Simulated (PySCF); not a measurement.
Excitations are Tamm–Dancoff values on a coarser integration grid. The basis has no diffuse functions, so Rydberg states are missing or too high.

## pentasila[1.1.1]propellane `[SiH2]1[Si]23[SiH2][Si]12[SiH2]3` (charge 0, multiplicity 1)

Computed with PBE-D3(BJ)/def2-SVP // B3LYP-D3(BJ)/def2-SVP (PySCF).

| Quantity | Result |
|---|---|
| HOMO | -6.19 eV |
| dipole moment | 0.001 e·Å |
| LUMO | -3.17 eV |
| HOMO–LUMO gap | 3.02 eV |
| S1 excitation (TDA) | 3.40 eV |
| S1 oscillator strength | 0.013 |
| T1 excitation (TDA) | 2.52 eV |
| S1–T1 gap (TDA) | 0.89 eV |
| total energy | -1449.8712 Ha |
| cost | about 11 core-minutes (a rough figure) |

```xyz
11

Si    -1.3035    -1.3049     0.4589
Si     0.2224     0.2595     1.3695
Si     1.8213    -0.5054    -0.1999
Si    -0.2223    -0.2595    -1.3695
Si    -0.5178     1.8104    -0.2590
H     -1.0092    -2.7475     0.6845
H     -2.7542    -1.0199     0.6404
H      2.3360    -1.8917    -0.0208
H      2.9223     0.4324    -0.5564
H     -1.9131     2.3151    -0.1281
H      0.4180     2.9116    -0.6196
```
Charge 0, spin multiplicity 1.
